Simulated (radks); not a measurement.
Effect of the nuclear size on neutral osmium, [Xe] 4f14 5d6 6s2. All-electron calculation, Dirac Kohn-Sham, exchange-only LDA, spin-unpolarised, spherical densities, finite nucleus; open shells are shared between the two j in proportion to 2j + 1; Fermi nuclear charge, rms radius 5.4126 fm. Program: a radial shooting solver on a logarithmic mesh with Libxc functionals. The rms radius is varied about that value; shifts are against it.

| rms radius (fm) | total energy shift (eV) | density at nucleus (e/bohr^3) | 1s1/2 shift (meV) | 2s1/2 shift (meV) | 5s1/2 shift (meV) | 5p1/2 shift (meV) | 6s1/2 shift (meV) | 5d5/2 shift (meV) | 6p1/2 (empty) shift (meV) |
|---|---|---|---|---|---|---|---|---|---|
| 4.8335 | -14.6 | 1.739e+06 | -5900 | -847 | -8.36 | 0.407 | -0.558 | 0.506 | 0.166 |
| 4.9904 | -10.8 | 1.719e+06 | -4340 | -623 | -6.15 | 0.299 | -0.411 | 0.372 | 0.122 |
| 5.4126 | 0 | 1.668e+06 | 0.000 | 0.000 | 0.000 | 0.000 | 0.000 | 0.000 | 0.000 |
| 5.7482 | 8.95 | 1.632e+06 | 3610 | 518 | 5.12 | -0.249 | 0.341 | -0.310 | -0.102 |
| 6.5384 | 31.3 | 1.556e+06 | 12600 | 1810 | 17.9 | -0.869 | 1.20 | -1.08 | -0.356 |

Slopes of the eigenvalues against <r^2> in GHz/fm^2, as finite differences over the two radii next to the reference (eigenvalue slopes, not the field-shift constants of lines): 1s1/2 236000, 2s1/2 33900, 5s1/2 335, 5p1/2 -16.3, 6s1/2 22.3, 5d5/2 -20.3, 6p1/2 (empty) -6.66.
